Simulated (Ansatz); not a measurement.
Relaxation of Cl3H3OTi (8 atoms, charge 0, multiplicity 1), to a largest force component of 0.03 eV/Å in at most 50 steps.

Computed with RKS PBE0-D4/def2-SVP (Ansatz 0.2.0).

```xyz
8
Properties=species:S:1:pos:R:3:forces:R:3
Ti -0.091 0.090 0.017 -0.11 0.19 1.48
Cl -0.180 0.264 2.328 -0.02 0.00 -1.46
Cl 1.913 0.265 -0.803 0.01 -0.01 -0.01
O -0.997 1.417 -0.601 -0.03 -0.02 -0.01
H -1.861 1.657 -0.957 0.04 0.00 0.01
Cl -1.115 -1.678 -0.714 0.01 0.00 0.00
H 1.428 -2.164 1.033 0.66 -0.95 -1.39
H 1.177 -1.800 1.600 -0.55 0.78 1.37
```

Task: Where does it end, and by what steps?

Result: It converged. After 4 steps the energy has fallen by 0.213 eV; H8 moved furthest, 0.61 Å.

```json
{"step": "0", "energy less start (eV)": "0.0000", "largest force component (eV/Å)": "1.482", "accepted": "yes"}
{"step": "1", "energy less start (eV)": "-0.1751", "largest force component (eV/Å)": "0.272", "accepted": "yes"}
{"step": "2", "energy less start (eV)": "-0.1957", "largest force component (eV/Å)": "0.133", "accepted": "yes"}
{"step": "3", "energy less start (eV)": "-0.2103", "largest force component (eV/Å)": "0.151", "accepted": "yes"}
{"step": "4", "energy less start (eV)": "-0.2133", "largest force component (eV/Å)": "0.028", "accepted": "yes"}
```

```xyz
8
Properties=species:S:1:pos:R:3
Ti -0.223 0.276 -0.041
Cl -0.280 0.408 2.131
Cl 1.825 0.368 -0.770
O -1.127 1.593 -0.702
H -1.985 1.828 -1.071
Cl -1.181 -1.566 -0.677
H 1.747 -2.593 1.196
H 1.499 -2.263 1.836
```

Time of the run: 14 s on 4 threads of Arm Neoverse V1, on a shared host, peak memory 0.31 GiB.
